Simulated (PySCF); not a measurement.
PySCF input for C2H10GeSi, SMILES C[SiH]([GeH3])C, PBE0/pcSseg-1. The structure is a stationary point at PBE0-D3(BJ)/def2-SVP. The structure was generated by enumeration, and PubChem lists no compound with its InChIKey, so it may never have been made.

```python
import numpy as np
from pyscf import gto, scf, dft
from pyscf.prop.nmr import rks as nmr

mol = gto.M(
    atom='''
    Si   -0.99887025    0.43107781   -0.00000000
    C    -1.79597839   -0.28053019    1.55212701
    C    -1.79597838   -0.28053019   -1.55212701
    Ge    1.33796289   -0.04711114    0.00000000
    H    -1.15904284    1.92223395    0.00000000
    H    -1.67029198   -1.37387343    1.58950343
    H    -1.34612756    0.14549245    2.46180197
    H    -2.87516344   -0.06014560    1.56993019
    H    -1.34612754    0.14549245   -2.46180197
    H    -1.67029197   -1.37387344   -1.58950345
    H    -2.87516344   -0.06014560   -1.56993020
    H     1.58392994   -1.57202013    0.00000000
    H     2.03969523    0.53283439    1.24565133
    H     2.03969523    0.53283439   -1.24565131
    ''',
    basis='pcSseg-1',
    charge=0,
    spin=0,
    max_memory=1600,
    verbose=3,
)
mf = dft.RKS(mol, xc='pbe0')
mf.grids.level = 3
mf.conv_tol = 1e-10
mf.max_cycle = 100
mf.kernel()
n = nmr.NMR(mf)
n.verbose = 2
n.max_cycle_cphf = 60
sigma = n.kernel()
print('atom   isotropic/ppm   span/ppm')
for i, s in enumerate(sigma):
    w = np.linalg.eigvalsh((s + s.T) / 2)
    print(f'{mol.atom_symbol(i):2s}{i + 1:3d} {w.mean():14.3f} {w[2] - w[0]:11.3f}')
```

Log of the run:

```
converged SCF energy = -2448.01172461618
atom   isotropic/ppm   span/ppm
Si  1        385.262      65.703
C   2        187.764       9.371
C   3        187.764       9.371
Ge  4       1672.390      31.879
H   5         26.946       7.750
H   6         31.073      10.330
H   7         30.966      12.195
H   8         30.805      12.609
H   9         30.966      12.195
H  10         31.073      10.330
H  11         30.805      12.609
H  12         27.961      16.560
H  13         27.874      17.410
H  14         27.874      17.410
```

The run converged.

Cost: around 50 core-seconds (rough).
